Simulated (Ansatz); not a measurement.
Reaction (ligand exchange at the Si–C bond): `[F][GeH2][CH2][SiH3]` + `C[NH][AlH][OH]` → `C[NH][AlH][O][SiH3]` + `[CH3][GeH2][F]`

Isolated molecules relaxed with PBE0-D4/def2-TZVP in Ansatz; ΔE leaves out vibrations. CCSD(T)/CBS is the MP2 limit (def2-TZVPP, def2-QZVPP) plus CCSD(T) − MP2 in def2-TZVPP, frozen cores. Functionals use def2-TZVPP. B3LYP here is the variant with VWN-RPA as its local correlation; programs differ in this. For Ge outer-core shells are correlated without core-valence functions, which leaves a few kJ/mol of doubt a bond. Scalar relativity is left out up to krypton. Each species was taken in one conformer, which may not be the lowest.

| level | ΔE (kJ/mol) | difference from CCSD(T)/CBS |
| --- | --- | --- |
| r2SCAN-D4 | -112.0 | -1.1 |
| B3LYP-D4 | -116.8 | -5.9 |
| ωB97X-V | -112.3 | -1.4 |
| ωB97M-V | -111.0 | -0.1 |
| PBE0 | -106.4 | 4.5 |
| HF/def2-TZVPP | -138.0 | -27.1 |
| MP2/def2-TZVPP | -112.7 | -1.8 |
| CCSD(T)/def2-TZVPP | -112.4 | -1.5 |
| HF/def2-QZVPP | -140.1 | -29.2 |
| MP2/def2-QZVPP | -112.6 | -1.7 |
| CCSD(T)/CBS | -110.9 | 0 |

Largest T1 diagnostic among the species: 0.011.

In def2-TZVPP, CCSD(T) changes the Hartree–Fock value by +25.6 kJ/mol (the triples alone add +3.6 kJ/mol) and MP2 by +25.3 kJ/mol. From PBE to PBE0 (25 % exact exchange), in def2-TZVPP and without D4, ΔE moves by −5.5 kJ/mol.
